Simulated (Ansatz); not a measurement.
Compare A (`[SiH3]S[SiH2]S`) with its isomer B (`[SiH3]SS[SiH3]`).

Isolated molecules relaxed with PBE0-D4/def2-TZVP in Ansatz; ΔE leaves out vibrations. CCSD(T)/CBS adds triple-zeta CCSD(T) − MP2 to the extrapolated MP2 energy (def2 sets, frozen cores). DFT in def2-TZVPP. B3LYP here is the variant with VWN-RPA as its local correlation; programs differ in this. One conformer a species, not always the lowest.

A:

Z-matrix (Å, degrees):
```
Si
S 1 2.138
H 1 1.482 2 106.9
H 1 1.482 2 111.5 3 120.1
H 1 1.488 2 109.7 3 -119.1
Si 2 2.134 1 97.6 3 154.8
S 6 2.137 2 115.0 1 53.8
H 6 1.480 2 105.3 1 171.0
H 6 1.482 2 109.9 1 -68.4
H 7 1.343 6 93.9 2 -89.1
```

B:

Z-matrix (Å, degrees):
```
Si
S 1 2.143
H 1 1.483 2 110.1
H 1 1.483 2 110.1 3 -121.3
H 1 1.486 2 105.7 3 119.3
S 2 2.082 1 96.5 3 60.8
Si 6 2.143 2 96.5 1 96.3
H 7 1.483 6 110.1 2 60.9
H 7 1.483 6 110.1 2 -60.4
H 7 1.486 6 105.7 2 -179.8
```

Problem. Which is lower in electronic energy at CCSD(T)/CBS, and by how much? (Best estimate.)

Solution. Ansatz gave: A, by 104.9 kJ/mol.

Problem. Give E(B) − E(A) in kJ/mol with B2PLYP, HF/def2-TZVPP, CCSD(T)/def2-TZVPP, PBE-D4, B3LYP, B3LYP-D4, CCSD/def2-TZVPP. (Best estimate.)

Solution. The calculation gave: B2PLYP 101.9, HF/def2-TZVPP 106.2, CCSD(T)/def2-TZVPP 107.4, PBE-D4 97.6, B3LYP 97.1, B3LYP-D4 97.5, CCSD/def2-TZVPP 108.6. None reverses the order clearly.

Largest T1 diagnostic: 0.012.

From PBE to PBE0 (25 % exact exchange), in def2-TZVPP and without D4, E(B) − E(A) moves by +6.4 kJ/mol.
